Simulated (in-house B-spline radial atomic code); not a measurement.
Ionisation energies along the 38-electron series, configuration 1s2 2s2 2p6 3s2 3p6 3d10 4s2 4p6 4d3/2(2), as differences of self-consistent energies. Dirac energy differences include first-order Breit, QED and recoil terms. NIST's values go from ground level to ground level; the uncertainty of those that are theory runs from under 0.1 % in few-electron ions to several per cent in heavy many-electron ones. Computed with a B-spline radial code for spherical atoms: Dirac-Hartree-Fock, jj configuration that fills j = l - 1/2 first, finite nuclei.

A number in brackets counts the electrons of a j subshell.

```json
{"ion": "Zr2+", "configuration after": "[Kr] 4d3/2(1)", "ionisation energy (eV)": "21.67", "IE/(q+1)² (eV)": "2.4075", "-ε less Coulomb ΔSCF (eV)": "0.54447", "Breit and QED recoil part (eV)": "0.0084351", "tabulated value (eV)": "23.17", "tabulated kind": "semi-empirical", "computed minus tabulated (eV)": "-1.50"}
{"ion": "Nb3+", "configuration after": "[Kr] 4d3/2(1)", "ionisation energy (eV)": "36.00", "IE/(q+1)² (eV)": "2.2499", "-ε less Coulomb ΔSCF (eV)": "0.57546", "Breit and QED recoil part (eV)": "0.0088171", "tabulated value (eV)": "37.611", "tabulated kind": "measured", "computed minus tabulated (eV)": "-1.61"}
{"ion": "Mo4+", "configuration after": "[Kr] 4d3/2(1)", "ionisation energy (eV)": "?", "IE/(q+1)² (eV)": "?", "-ε less Coulomb ΔSCF (eV)": "?", "Breit and QED recoil part (eV)": "?", "tabulated value (eV)": "?", "tabulated kind": "semi-empirical", "computed minus tabulated (eV)": "?"}
{"ion": "Tc5+", "configuration after": "[Kr] 4d3/2(1)", "ionisation energy (eV)": "71.34", "IE/(q+1)² (eV)": "1.9817", "-ε less Coulomb ΔSCF (eV)": "0.62881", "Breit and QED recoil part (eV)": "0.005507", "tabulated value (eV)": "72", "tabulated kind": "tabulated theory", "computed minus tabulated (eV)": "-0.66"}
{"ion": "Ru6+", "configuration after": "[Kr] 4d3/2(1)", "ionisation energy (eV)": "?", "IE/(q+1)² (eV)": "?", "-ε less Coulomb ΔSCF (eV)": "?", "Breit and QED recoil part (eV)": "?", "tabulated value (eV)": "?", "tabulated kind": "tabulated theory", "computed minus tabulated (eV)": "?"}
{"ion": "Rh7+", "configuration after": "[Kr] 4d3/2(1)", "ionisation energy (eV)": "114.80", "IE/(q+1)² (eV)": "1.7938", "-ε less Coulomb ΔSCF (eV)": "0.66909", "Breit and QED recoil part (eV)": "-0.0026401", "tabulated value (eV)": "115.1", "tabulated kind": "tabulated theory", "computed minus tabulated (eV)": "-0.30"}
{"ion": "Pd8+", "configuration after": "[Kr] 4d3/2(1)", "ionisation energy (eV)": "139.43", "IE/(q+1)² (eV)": "1.7214", "-ε less Coulomb ΔSCF (eV)": "0.686", "Breit and QED recoil part (eV)": "-0.0085435", "tabulated value (eV)": "141", "tabulated kind": "tabulated theory", "computed minus tabulated (eV)": "-1.57"}
```

(1) Fill in the row of Mo4+.

(2) Fill in the row of Ru6+.

(3) How far is this level of theory from the measured and semi-empirical values?

Results:

(1) ionisation energy (eV): 52.61; IE/(q+1)² (eV): 2.1045; -ε less Coulomb ΔSCF (eV): 0.6041; Breit and QED recoil part (eV): 0.0077838; tabulated value (eV): 54.417; computed minus tabulated (eV): -1.81.

(2) ionisation energy (eV): 92.09; IE/(q+1)² (eV): 1.8794; -ε less Coulomb ΔSCF (eV): 0.65022; Breit and QED recoil part (eV): 0.0020343; tabulated value (eV): 93; computed minus tabulated (eV): -0.91.

(3) Over those 3 rows the differences run from -1.81 to -1.5 eV (mean absolute value 1.6 eV). The calculation leaves out correlation and, in open shells, the multiplet splittings that an average leaves out.
